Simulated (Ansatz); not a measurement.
The cluster Ti₄Al⁺, relaxed as a singlet with RKS B3LYP-D4/def2-SVP in Ansatz, starting from the GFN1-xTB geometry. Force threshold 0.02 eV/Å.

The relaxation made no stability test and no search for a lower SCF solution. No other spin state of charge 1 was run. The structure comes from a short search, and lower isomers may exist.

Start:

```xyz
5

Ti    1.397    1.288   -0.646
Ti    1.283   -1.478    0.009
Ti    0.241    0.588    1.855
Ti   -1.495   -1.226    0.524
Al   -1.425    0.827   -1.742
```

Question: Estimate the energy that the relaxation releases and the steps that it takes.

Answer: 68.9 kcal/mol, in 16 steps; 2 min on 4 threads of Arm Neoverse V2 on a shared host. No frequencies were taken in this run, so the end may be a saddle point.

Question: Does the start keep its bonding?

Answer: Bonds formed: Ti2–Al5, Ti3–Al5 (atoms count from 1). The end is the same structure that another start reached.

Question: Predict the relaxed structure.

Answer: 
Cartesian coordinates in Å:
```
Ti 1.447 1.282 -0.347
Ti 0.964 -1.175 -0.445
Ti -0.041 0.532 1.205
Ti -1.441 -1.109 0.844
Al -0.928 0.469 -1.257
```
Bond lengths (bridged metal pairs left out): 5 × Ti–Ti 2.19 to 2.73 Å; 4 × Al–Ti 2.62 to 2.68 Å.
